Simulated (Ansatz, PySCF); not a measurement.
Gas-phase reaction in SMILES: [F][GeH]([F])[F] [trifluorogermane] + 3 [H][H] (H2) → 3 F (HF) + [GeH4] (GeH4)
Each molecule is optimised on its own at B3LYP-D3(BJ)/def2-TZVP (Ansatz, a first-principles code).

Property: energy of full hydrogenation (enthalpy at 298 K, with B3LYP-D3(BJ) rigid-rotor harmonic-oscillator terms from PySCF), in kcal/mol. Cores are frozen in the correlated levels unless marked. No spin-orbit coupling. Frozen are the shells of the preceding noble gas and the d and f shells that filled before the atom's block. Non-relativistic. CBS marks a two-point X^-3 extrapolation of the correlation energy; Hartree-Fock from the larger set.

```json
[
 {"level": "r2SCAN-D3(BJ)/def2-TZVPD", "program": "Ansatz + dftd3", "energy of full hydrogenation (kcal/mol)": "43.8"},
 {"level": "PBE0-D4/def2-TZVP", "program": "Ansatz + dftd4", "energy of full hydrogenation (kcal/mol)": "37.8"},
 {"level": "PBE0/def2-TZVPD", "program": "Ansatz", "energy of full hydrogenation (kcal/mol)": "33.4"},
 {"level": "r2SCANh-D4/def2-TZVPD", "program": "Ansatz + dftd4", "energy of full hydrogenation (kcal/mol)": "42.1"},
 {"level": "LC-wPBE/def2-TZVPD", "program": "Ansatz", "energy of full hydrogenation (kcal/mol)": "36.0"},
 {"level": "PBE-QIDH/def2-TZVPD", "program": "Ansatz", "energy of full hydrogenation (kcal/mol)": "(withheld)"},
 {"level": "SCS-MP2/STO-3G", "program": "Ansatz", "energy of full hydrogenation (kcal/mol)": "44.9"},
 {"level": "SCS-MP2/cc-pVTZ", "program": "Ansatz", "energy of full hydrogenation (kcal/mol)": "49.6"},
 {"level": "CCSD/6-31G", "program": "Ansatz", "energy of full hydrogenation (kcal/mol)": "75.8"},
 {"level": "CCSD(T)/CBS(cc-pVTZ,cc-pVQZ)", "program": "Ansatz", "energy of full hydrogenation (kcal/mol)": "(withheld)"}
]
```

Task: What belongs in the gaps?

Result: 
- PBE-QIDH/def2-TZVPD, energy of full hydrogenation (kcal/mol): 40.5
- CCSD(T)/CBS(cc-pVTZ,cc-pVQZ), energy of full hydrogenation (kcal/mol): 46.6
